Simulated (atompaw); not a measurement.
## Building the PAW (atompaw) potential for Ce (Z = 58) (LDA (PW92), scalar-relativistic).

```json
{
  "Element": "Ce (Z = 58)",
  "Generator": "atompaw 4.2.0.5",
  "Type": "PAW",
  "Functional": "LDA (PW92)",
  "Relativity": "scalar-relativistic",
  "Frozen core": "[Kr] 4d10 4f1",
  "Valence charge": "11",
  "Reference configuration": "5s2 5p6 5d1 6s2 6p0",
  "Partial waves": "5s (bound): rc 2.10 bohr; 6s (bound): rc 3.00 bohr; 5p (bound): rc 3.00 bohr; 6p (bound, empty): rc 2.80 bohr; 5d (bound): rc 3.00 bohr; 5d channel at 0.1 Ry: rc 3.00 bohr; 5f channel at 0.2 Ry: rc 3.00 bohr; 5f channel at 2.4 Ry: rc 3.00 bohr",
  "Local potential": "bessel scheme, radius 2.90 bohr",
  "Core correction": "smooth core density matched at 1.60 bohr",
  "Augmentation charge": "gaussian compensation charge, radius 2.90 bohr; PAW radius 3.00 bohr; waves and projectors: modrrkj vanderbiltortho"
}
```

All-electron outer shells of the reference configuration (LDA (PW92), scalar-relativistic, ld1.x):

```tsv
shell	level (eV)	outermost node (bohr)	outermost maximum (bohr)
4d	-110.44	0.31	0.66
5s	-40.73	0.75	1.37
5p	-23.30	0.81	1.53
4f	-5.61	–	0.71
6s	-3.88	1.81	3.68
5d	-3.18	0.92	2.18
6p	-1.41	2.15	4.90
```

What the tests gave:

| Quantity | Value |
| --- | --- |
| Cutoffs needed | 8 Ry and 18 Ry (the cutoffs (Ry, on a coarse ladder) from which the occupation-weighted sum of valence levels, in a spherical-Bessel basis at the reference potential, stays within 10 and 1 mRy of its value at 400 Ry) |
| Ghost test | no extra level below or beside the all-electron valence levels (s, p, d, f tested) (spherical-Bessel basis up to 400 Ry, 20 bohr box) |
| Lowest eigenvalue of the overlap operator | 0.01 (d channel) |
| Overlap eigenvalues printed by atompaw (projector basis) | 0.00364, 0.13, 0.424, 2.78, 3.3, 16.9, 31.7, 48.7 |
| Share of each valence orbital outside the PAW sphere | 5s 1 %, 6s 82 %, 5p 4 %, 6p 95 %, 5d 40 % |

Generation and tests took about 36 s on one core of a shared server CPU.
